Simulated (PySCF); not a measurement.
Isomers of C5H11Al, mass 98.068 u with the commonest isotopes. Method: PySCF 2.14.0, PBE0-D3(BJ)/def2-SVP geometry optimisation, gas phase. One conformer each, none proved a minimum here; rigid rotors.

**Question.** Order these by radius of gyration √(Σ m r²/M), smallest first.
A. `[CH2:1]=[CH:2][AlH:3][CH:4]([CH3:5])[CH3:6]` with C1–C2–Al3–C4 180°, C2–Al3–C4–C5 -172°
B. `[CH3:1][C:2]1([AlH2:3])[CH2:4][CH2:5][CH2:6]1` with C1–C2–Al3–H -89° and 89°, C1–C2–C4–C5 -139°, C2–C4–C5–C6 20°, C4–C5–C6–C2 -20°, C1–C2–C6–C5 139°
C. `[CH2:1]=[CH:2][CH2:3][AlH:4][CH2:5][CH3:6]` with C1–C2–C3–Al4 -58°, C2–C3–Al4–C5 -82°, C3–Al4–C5–C6 145°
D. `[CH3:1][C@@H:2]1[CH2:3][CH2:4][CH2:5][AlH:6]1` with C1–C2–C3–C4 -170°, C2–C3–C4–C5 53°, C3–C4–C5–Al6 -35°, C4–C5–Al6–C2 11°

**Answer.** B (1.752 Å), D (1.789 Å), C (1.928 Å), A (2.165 Å).

**Question.** Order these by rotational constant A, largest first.
A. `[CH3:1][C@@H:2]1[CH2:3][CH2:4][CH2:5][AlH:6]1` with C1–C2–C3–C4 -170°, C2–C3–C4–C5 53°, C3–C4–C5–Al6 -35°, C4–C5–Al6–C2 11°
B. `[CH2:1]=[CH:2][AlH:3][CH:4]([CH3:5])[CH3:6]` with C1–C2–Al3–C4 180°, C2–Al3–C4–C5 -172°
C. `[CH3:1][C:2]1([AlH2:3])[CH2:4][CH2:5][CH2:6]1` with C1–C2–Al3–H -89° and 89°, C1–C2–C4–C5 -139°, C2–C4–C5–C6 20°, C4–C5–C6–C2 -20°, C1–C2–C6–C5 139°
D. `[CH2:1]=[CH:2][CH2:3][AlH:4][CH2:5][CH3:6]` with C1–C2–C3–Al4 -58°, C2–C3–Al4–C5 -82°, C3–Al4–C5–C6 145°

**Answer.** B (6209 MHz), D (4958 MHz), A (4144 MHz), C (3662 MHz).

**Question.** Order these by rotational constant C, largest first.
A. `[CH2:1]=[CH:2][CH2:3][AlH:4][CH2:5][CH3:6]` with C1–C2–C3–Al4 -58°, C2–C3–Al4–C5 -82°, C3–Al4–C5–C6 145°
B. `[CH3:1][C@@H:2]1[CH2:3][CH2:4][CH2:5][AlH:6]1` with C1–C2–C3–C4 -170°, C2–C3–C4–C5 53°, C3–C4–C5–Al6 -35°, C4–C5–Al6–C2 11°
C. `[CH2:1]=[CH:2][AlH:3][CH:4]([CH3:5])[CH3:6]` with C1–C2–Al3–C4 180°, C2–Al3–C4–C5 -172°
D. `[CH3:1][C:2]1([AlH2:3])[CH2:4][CH2:5][CH2:6]1` with C1–C2–Al3–H -89° and 89°, C1–C2–C4–C5 -139°, C2–C4–C5–C6 20°, C4–C5–C6–C2 -20°, C1–C2–C6–C5 139°

**Answer.** D (1973 MHz), B (1678 MHz), A (1524 MHz), C (1121 MHz).

| SMILES | point group | Ia (u·Å²) | Ib (u·Å²) | Ic (u·Å²) | κ | μa (D) | μb (D) | μc (D) |
| --- | --- | --- | --- | --- | --- | --- | --- | --- |
| C[C]1([AlH2])CCC1 | Cs | 138.00 | 207.72 | 256.11 | -0.46 | 0.61 | 0.45 | 0.00 |
| C=[CH][AlH][CH](C)C | C1 | 81.39 | 386.91 | 450.66 | -0.93 | 0.14 | 0.59 | 0.27 |
| C=C[CH2][AlH][CH2]C | C1 | 101.93 | 295.20 | 331.57 | -0.89 | 0.59 | 0.34 | 1.19 |
| C[C@@H]1CC[CH2][AlH]1 | C1 | 121.95 | 204.34 | 301.14 | -0.36 | 0.10 | 0.12 | 0.08 |
